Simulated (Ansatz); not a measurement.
Consider the isomerisation: `NC1=C(CCl)[SiH2]1` → `C[Si](C)(Cl)C#N`.

Gas-phase electronic energies from Ansatz, PBE0-D4/def2-TZVP geometries. CCSD(T)/CBS adds triple-zeta CCSD(T) − MP2 to the extrapolated MP2 energy (def2 sets, frozen cores). DFT in def2-TZVPP. One conformer a species, not always the lowest.

| level | ΔE (kcal/mol) |
| --- | --- |
| ωB97M-V | -91.1 |
| HF/def2-TZVPP | -99.8 |

Problem. What does CCSD(T)/CBS give? (An estimate is asked.)

Solution. Ansatz gave: -92.8 kcal/mol. The listed levels differ from it by 1.7, -7.0 kcal/mol.

Largest T1 diagnostic among the species: 0.012.

From PBE to PBE0 (25 % exact exchange), in def2-TZVPP and without D4, ΔE moves by −1.9 kcal/mol. In def2-TZVPP, CCSD(T) changes the Hartree–Fock value by +5.3 kcal/mol (the triples alone add +1.1 kcal/mol) and MP2 by +4.1 kcal/mol.
